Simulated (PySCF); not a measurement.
## XPS shifts beside NMR shieldings

Compound: C5H8BFO2.
SMILES with atom numbers: `[F:1][C@@H:2]1[CH2:3][C@@H:4]1[B:5]1[O:6][CH2:7][CH2:8][O:9]1`

Cartesian coordinates in Å at the PBE0-D3(BJ)/def2-SVP level; atoms count from 1:
```
atom  x, y, z in Å
F1    -1.7920    0.2224   -1.5713
C2    -2.2375   -0.4465   -0.4775
C3    -2.3513    0.2742    0.8037
C4    -1.2597   -0.7740    0.6129
B5     0.2087   -0.2922    0.4720
O6     0.5597    0.9984    0.1974
C7     1.9706    1.0711    0.1117
C8     2.4644   -0.3600    0.4194
O9     1.2862   -1.1197    0.6210
H10   -2.9860   -1.1985   -0.7490
H11   -2.0142    1.3143    0.8078
H12   -3.1944    0.0504    1.4624
H13   -1.3999   -1.7482    1.0913
H14    2.3451    1.8118    0.8365
H15    2.2598    1.4087   -0.8964
H16    3.0904   -0.4062    1.3252
H17    3.0423   -0.7939   -0.4121
```

Binding energies: PySCF, delta-SCF UKS SCAN, pcX-2 on the ionised atom, pcseg-1 elsewhere, spin-free X2C. Shieldings: GIAO PBE0/pcSseg-1, non-relativistic, same geometry.

| atom | isotropic shielding (ppm) |
| --- | --- |
| C2 | 110.9 |
| C3 | 171.9 |
| C4 | 181.0 |
| C7 | 116.5 |

Question: What are the C 1s binding energies of these atoms?

Answer: 
```
atom                 environment  C 1s (eV)  isotropic shielding (ppm)
  C4   sp3 carbon bound to boron     290.31                      181.0
  C3  three-membered-ring carbon     290.74                      171.9
  C7  sp3 carbon bound to oxygen     292.48                      116.5
  C2              sp3 C–F carbon     292.84                      110.9
```

Question: Among the listed atoms, is the one with the highest binding energy also the least shielded?

Answer: Yes: C2 has both (292.84 eV, 110.9 ppm).

By binding energy: C4 < C3 < C7 < C2. By shielding: C2 < C7 < C3 < C4.

Of atoms equivalent by bonding only the ionised one is listed; its partners' own values can differ in this conformer. The structure is a single PBE0-D3(BJ)/def2-SVP conformer in the gas phase; no vibrational or solvent corrections.
